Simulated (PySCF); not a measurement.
# Orbital picture of BTe

PBE0 at R = 1.965 Å; PySCF, scalar-relativistic core potentials, basis sets B aug-cc-pVDZ, Te aug-cc-pVDZ-PP with ECP28. State: ²Σ⁺ (doublet), unpaired electrons σ ↑. Only the outer orbitals are listed, counted within each symmetry, core potentials removing the inner ones.

```json
{"spin": "α", "orbital": "5σ", "occ.": "1", "ε (eV)": "-18.20", "on B (%)": "39", "main shells (%)": "61 Te s, 28 B s, 10 B p"}
{"spin": "α", "orbital": "6σ", "occ.": "1", "ε (eV)": "-11.82", "on B (%)": "63", "main shells (%)": "68 B s, 22 Te s, 16 Te p"}
{"spin": "α", "orbital": "7σ", "occ.": "1", "ε (eV)": "-8.06", "on B (%)": "67", "main shells (%)": "50 B p, 30 Te p, 16 B s"}
{"spin": "α", "orbital": "3π", "occ.": "1", "ε (eV)": "-7.48", "on B (%)": "31", "main shells (%)": "68 Te p, 30 B p"}
{"spin": "α", "orbital": "3π", "occ.": "1", "ε (eV)": "-7.48", "on B (%)": "31", "main shells (%)": "68 Te p, 30 B p"}
{"spin": "α", "orbital": "4π", "occ.": "0", "ε (eV)": "-2.25", "on B (%)": "65", "main shells (%)": "65 B p, 29 Te p"}
{"spin": "α", "orbital": "4π", "occ.": "0", "ε (eV)": "-2.25", "on B (%)": "65", "main shells (%)": "65 B p, 29 Te p"}
{"spin": "β", "orbital": "5σ", "occ.": "1", "ε (eV)": "-17.98", "on B (%)": "35", "main shells (%)": "66 Te s, 23 B s, 11 B p"}
{"spin": "β", "orbital": "6σ", "occ.": "1", "ε (eV)": "-10.83", "on B (%)": "47", "main shells (%)": "47 B s, 33 Te p, 19 Te s"}
{"spin": "β", "orbital": "3π", "occ.": "1", "ε (eV)": "-7.40", "on B (%)": "20", "main shells (%)": "79 Te p, 19 B p"}
{"spin": "β", "orbital": "3π", "occ.": "1", "ε (eV)": "-7.40", "on B (%)": "20", "main shells (%)": "79 Te p, 19 B p"}
{"spin": "β", "orbital": "7σ", "occ.": "0", "ε (eV)": "-3.66", "on B (%)": "82", "main shells (%)": "44 B s, 37 B p, 15 Te p"}
{"spin": "β", "orbital": "4π", "occ.": "0", "ε (eV)": "-1.48", "on B (%)": "74", "main shells (%)": "75 B p, 19 Te p"}
{"spin": "β", "orbital": "4π", "occ.": "0", "ε (eV)": "-1.48", "on B (%)": "74", "main shells (%)": "75 B p, 19 Te p"}
```

Task: Which are the highest filled and the lowest empty level, where do they sit, and how wide is the gap?

Result: Highest filled β 3π at -7.40 eV (in %: 79 Te p, 19 B p); lowest empty β 7σ at -3.66 eV (in %: 44 B s, 37 B p, 15 Te p); the gap at PBE0 is 3.74 eV.

```
bond order (Mayer)                              : 2.08
⟨S²⟩                                            : 0.779
charge on B (Mulliken, basis-dependent)         : -0.54
charge on B (Löwdin, basis-dependent)           : -0.41
dipole moment (positive dipole means B(−)Te(+)) : 0.11 D
polarisability along the bond                   : 73.0 bohr³
polarisability across the bond                  : 48.2 bohr³
```

Spin–orbit coupling is left out. The state is the lowest determinant that a PBE0 search found; another state may lie lower at other levels.
